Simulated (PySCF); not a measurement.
## Identify the compound

An unknown has the formula CH$_{13}$NOSi$_{4}$. Its calculated NMR data are:

¹H NMR (300 MHz, computed): δ 5.24 (q, 1H), 5.23 (s, 3H), 4.75 (s, 6H), 0.27 (d, 3H).

¹³C{¹H} NMR (computed): δ 1.7.

No relativistic terms, one averaged value for each set of equivalent atoms, one computed conformer, isolated molecule. Shieldings: GIAO PBE0/pcSseg-1; coordinates at the GFN2-xTB level; PySCF 2.14.

References, each an isolated molecule treated in the same way: ¹H and ¹³C vs TMS.

Question: What is the structure?

Answer: 
1. Rings plus π bonds: 0.
2. Carbon types of the structure: 1 × CH3, leaving 10 H on heteroatoms.
3. δC 1.7: methyl carbon bonded to Si; an electropositive neighbour leaves it electron-rich and shielded.
4. δH 5.24: hydrogen on a silicon bonded to C, N, O.
5. δH 5.23: hydrogen on a silicon bonded to O.
6. δH 4.75: hydrogen on a silicon bonded to N.
7. δH 0.27: hydrogen on a methyl carbon bonded to Si; an electropositive neighbour shields it, as in TMS itself.

These data were computed for `C[Si@@H](O[SiH3])N([SiH3])[SiH3]`.

The data come from this structure; uniqueness wasn't tested.

Shifts are as computed. Against solution values, carbons near 30 ppm lie about +3 ppm off and those near 130 ppm about +5 ppm. Of 1211 compounds with measured shifts, 218 miss one by over three times the rms of a fit or turn the order of signals round; such compounds aren't used in these exercises. Multiplicities follow the n + 1 count of equivalent neighbours, as no J values were calculated; m marks all less simple cases, F and P coupling included.
